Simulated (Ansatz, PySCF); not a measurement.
Here is a job for Ansatz (a program for electronic structure).
Ansatz 0.2 input:
```yaml
crystal:
  periodic: [false, false, false]
  atoms:
    - {symbol: F, position_ang: [-1.03403418, -1.26232646, -0.41313589]}
    - {symbol: Ge, position_ang: [0.00285560, 0.00944545, 0.38125035]}
    - {symbol: F, position_ang: [1.59592010, -0.27814980, -0.45721742]}
    - {symbol: F, position_ang: [-0.57203918, 1.50689244, -0.48520348]}
basis:
  gaussian:
    orbitals: cc-pVDZ
hamiltonian:
  xc: revpbe
magnetization: {spin_polarized: true, initial_magnetization: 1}
accuracy: high
```

### Question
Give the equivalent PySCF input.

### Answer
One answer among several that fit: 
```python
from pyscf import gto, scf, dft

mol = gto.M(
    atom='''
F    -1.03403418   -1.26232646   -0.41313589
Ge    0.00285560    0.00944545    0.38125035
F     1.59592010   -0.27814980   -0.45721742
F    -0.57203918    1.50689244   -0.48520348
''',
    basis='cc-pvdz',
    spin=1,
    verbose=4,
)

mf = dft.UKS(mol)
mf.xc = 'revpbe'
mf.grids.atom_grid = (99, 590)
mf.grids.prune = None
mf.kernel()
```

Both were run: Ansatz gave -2376.305692 Eh and PySCF -2376.305686 Eh, 0.006 mEh apart.
